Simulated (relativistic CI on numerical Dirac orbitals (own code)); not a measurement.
Calculated at this level of theory: Dirac-Coulomb-Breit CI, KLI orbitals optimised for each configuration, model QED (radiative potential, 1s self-energy scaled to tabulated hydrogen-like ionisation energies), unscaled Slater integrals (own radial code, finite nucleus).

Configuration list (outside the closed core [Ne]): 3s2 3p6 3d8, 3s2 3p5 3d9, 3s2 3p4 3d10, 3s 3p6 3d9, 3p6 3d10, 3s 3p5 3d10, 3s2 3p6 3d7 4s, 3s2 3p6 3d7 4p, 3s2 3p4 3d9 4s, 3s2 3p6 3d7 4d, 3s2 3p4 3d9 4p, 3s2 3p5 3d8 4s, 3s2 3p6 3d7 4f, 3s2 3p4 3d9 4d, 3s 3p5 3d9 4s, 3s2 3p5 3d8 4p, 3s 3p5 3d9 4p, 3s2 3p6 3d6 4s2, 3s2 3p5 3d8 4d, 3s 3p6 3d8 4s, 3s 3p5 3d9 4d, 3s2 3p6 3d6 4s 4p, 3p6 3d9 4s, 3s2 3p5 3d8 4f, 3s2 3p6 3d7 5s, 3s2 3p6 3d6 4p2, 3s 3p6 3d8 4p, 3p6 3d9 4p, 3s2 3p6 3d6 4s 4d, 3s2 3p6 3d7 5p, 3s2 3p6 3d7 5d, 3s2 3p5 3d7 4s2, 3s2 3p6 3d6 4p 4d, 3p6 3d9 4d, 3s 3p6 3d8 4d, 3s2 3p6 3d7 5f. Levels of other configurations are missing.

At this charge energies of transitions that change n are usually good to better than 1 %, and those within a shell (Δn = 0) to a few per cent.

Outline of the computed level scheme of Er XLIII. Lowest level of each configuration: 3s2 3p6 3d8 3F_4 at 0.00 eV; 3s2 3p5 3d9 3F°_4 at 365.55 eV; 3s2 3p4 3d10 3P_2 at 754.56 eV; 3s 3p6 3d9 3D_3 at 787.48 eV; 3s 3p5 3d10 3P°_2 at 1155.83 eV; 3s2 3p6 3d7 4s 5F_5 at 1319.04 eV.

Some strong electric-dipole decays among the lowest 45 levels: 3s2 3p5 3d9 1F°_3 → 3s2 3p6 3d8 1G_4 (3.0e+12 s⁻¹); 3s2 3p4 3d10 1D_2 → 3s2 3p5 3d9 3F°_3 (2.7e+12 s⁻¹); 3s 3p5 3d10 1P°_1 → 3s 3p6 3d9 3D_2 (1.9e+12 s⁻¹); 3s2 3p4 3d10 1D_2 → 3s2 3p5 3d9 1F°_3 (1.7e+12 s⁻¹); 3s 3p6 3d9 3D_3 → 3s2 3p5 3d9 3F°_4 (1.5e+12 s⁻¹); 3s2 3p5 3d9 3D°_3 → 3s2 3p6 3d8 3F_4 (1.5e+12 s⁻¹); 3s 3p6 3d9 3D_2 → 3s2 3p5 3d9 3D°_3 (1.5e+12 s⁻¹); 3s2 3p5 3d9 3P°_2 → 3s2 3p6 3d8 3P_2 (1.3e+12 s⁻¹).

LS names give the leading component of a level, which can be under half, so a name can repeat, a term be missing and a line seem to break the LS rules.
